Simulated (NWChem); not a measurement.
Program: NWChem. System: pyrazole (C$_{3}$H$_{4}$N$_{2}$), charge 0, spin multiplicity 1, at a geometry optimised with PBE0/def2-SVP. Level: MP2/def2-TZVP, 5 core orbitals frozen.

Output (cleaned and shortened):

```
             Northwest Computational Chemistry Package (NWChem) 7.3.0
             --------------------------------------------------------

                                NWChem Input Module
                                -------------------

 Scaling coordinates for geometry "geometry" by  1.889725989
 (inverse scale =  0.529177249)

 Turning off AUTOSYM since
 SYMMETRY directive was detected!

                             Geometry "geometry" -> ""
                             -------------------------

 Output coordinates in angstroms (scale by  1.889725989 to convert to a.u.)

  No.       Tag          Charge          X              Y              Z
 ---- ---------------- ---------- -------------- -------------- --------------
    1 C                    6.0000    -0.06333000    -1.19772300     0.00000000
    2 C                    6.0000    -1.12647600    -0.26717400     0.00000000
    3 N                    7.0000    -0.68448000     0.98249700     0.00000000
    4 N                    7.0000     0.63875300     0.86950500     0.00000000
    5 C                    6.0000     1.07249400    -0.41199300     0.00000000
    6 H                    1.0000    -0.11536600    -2.28360900     0.00000000
    7 H                    1.0000    -2.19842800    -0.46300500     0.00000000
    8 H                    1.0000     1.20658900     1.70689200     0.00000000
    9 H                    1.0000     2.13117100    -0.66294900     0.00000000

 Effective nuclear repulsion energy (a.u.)     163.5365197901

            Nuclear Dipole moment (a.u.)
            ----------------------------
        X                 Y               Z
 ---------------- ---------------- ----------------
     0.0000094486     0.0000056692     0.0000000000

      Symmetry information
      --------------------

 Group name             Cs
 Group number              2
 Group order               2
 No. of unique centers     9

      Symmetry unique atoms

     1    2    3    4    5    6    7    8    9


 Summary of "ao basis" -> "" (spherical)
 ------------------------------------------------------------------------------
       Tag                 Description            Shells   Functions and Types
 ---------------- ------------------------------  ------  ---------------------
 *                         def2-tzvp                  on all atoms

 Summary of "ao basis" -> "ao basis" (spherical)
 ------------------------------------------------------------------------------
[...]
    4 N    7     7.12   0.82  1.16  0.51  0.80  0.08  1.51  1.72  0.42  0.01  0.09  0.01
    5 C    6     6.06   0.85  1.12  0.50  0.55  0.13  1.22  1.20  0.35  0.03  0.08  0.01
    6 H    1     0.86   0.26  0.49  0.08  0.02
    7 H    1     0.87   0.26  0.49  0.09  0.02
    8 H    1     0.74   0.26  0.40  0.04  0.04
    9 H    1     0.84   0.26  0.48  0.08  0.02

       Multipole analysis of the density wrt the origin
       ------------------------------------------------

     L   x y z        total         open         nuclear
     -   - - -        -----         ----         -------
     0   0 0 0     -0.000000      0.000000     36.000000

     1   1 0 0      0.912841      0.000000      0.000009
     1   0 1 0     -0.271377      0.000000      0.000006
     1   0 0 1      0.000000      0.000000      0.000000

     2   2 0 0    -18.086209      0.000000    112.556316
     2   1 1 0      3.373101      0.000000      2.564133
     2   1 0 1     -0.000000      0.000000      0.000000
     2   0 2 0    -20.475982      0.000000    110.294335
     2   0 1 1      0.000000      0.000000      0.000000
     2   0 0 2    -24.293490      0.000000      0.000000

                   NWChem MP2 Semi-direct Energy/Gradient Module
                   ---------------------------------------------

  Basis functions       =    179
  Molecular orbitals    =    179
  Frozen core           =      5
  Frozen virtuals       =      0
  Active alpha occupied =     13
  Active beta occupied  =     13
  Active alpha virtual  =    161
  Active beta virtual   =    161
  Use MO symmetry       = T
  Use skeleton AO sym   = T

  AO/Fock/Back tols     =   1.0D-09  1.0D-09  1.0D-09

 GA uses MA = F    GA memory limited = T

 Available:
  local mem=  1.26D+08
 global mem=  1.44D+08
 local disk=  0.00D+00
  mp2_memr nvloc                   161
  nvloc new                   161
   1 passes of  13:        5242880                     169971                 113679146.
   1 passes of  13: M    126043417           G      144115118           F     120800537.

 Semi-direct pass number   1 of   1  for RHF alpha+beta  at       81.9s
  vrange nnbf                 15967
  mp2_eaftype                   433  avail_ma_in_mb                  1098
 EAF : mp2_eaftype filesize         433   56839573.
  mp2_eaf for mointskh                    433
Node 0 wrote    267.4 Mb in      0.4 s     Agg I/O rate:   633.1 Mb/s
 Done moints_semi at      115.9s
  mp2_eaftype                   433  avail_ma_in_mb                   665
 EAF : mp2_eaftype filesize         433   56839573.
  mp2_eaf for kh                   433
 Done maket at      117.4s
 Done multipass loop at      117.4s

          -------------------------------------------
          SCF energy                -224.878799432958
          Correlation energy          -0.873407310594
          Singlet pairs               -0.532624314590
          Triplet pairs               -0.340782996005
          Total MP2 energy          -225.752206743552
          -------------------------------------------

          ---------------------------------------------------
                    Spin Component Scaled (SCS) MP2
          Same spin pairs                     -0.227188664003
          Same spin scaling factor             0.333333333333
          Opposite spin pairs                 -0.646218646591
          Opposite spin scaling fact.          1.200000000000
          SCS-MP2 correlation energy          -0.851191930577
          Total SCS-MP2 energy              -225.729991363535
          ---------------------------------------------------

 -----------------------
 Performance information
 -----------------------

 Timer overhead =  1.37D-07 seconds/call

               Nr. of calls         CPU time (s)                 Wall time (s)                GFlops
             ---------------    -------------------     ------------------------------   -------------------
Name         Min   Avg   Max    Min     Avg     Max     Min     Avg     Max   Mx/calls   Min     Max     Sum
mp2: moin     1     1     1    34.     34.     34.      34.     34.     34.     34.      0.0     0.0     0.0
mp2: make     1     1     1    1.5     1.5     1.5      1.5     1.5     1.5     1.5      0.0     0.0     0.0
mp2: tota     1     1     1    36.     36.     36.      36.     36.     36.     36.      0.0     0.0     0.0

 The average no. of pstat calls per process was 3.00D+00
 with a timing overhead of 4.10D-07s

 Task  times  cpu:      117.4s     wall:      117.4s

 Total times  cpu:      117.4s     wall:      117.4s
```

Problem. Write an NWChem input that would produce this output.

Solution. This is not unique; one that fits is 
```
start mol
memory heap 200 mb stack 900 mb global 1100 mb
geometry units angstroms nocenter noautoz
  C     -0.063330    -1.197723     0.000000
  C     -1.126476    -0.267174     0.000000
  N     -0.684480     0.982497     0.000000
  N      0.638753     0.869505     0.000000
  C      1.072494    -0.411993     0.000000
  H     -0.115366    -2.283609     0.000000
  H     -2.198428    -0.463005     0.000000
  H      1.206589     1.706892     0.000000
  H      2.131171    -0.662949     0.000000
  symmetry group Cs
end
basis spherical
  * library def2-tzvp
end
scf
  rhf
  nopen 0
  maxiter 100
  thresh 1e-7
  semidirect memsize 60000000 filesize 0
end
mp2
  freeze core 5
end
task mp2 energy
```
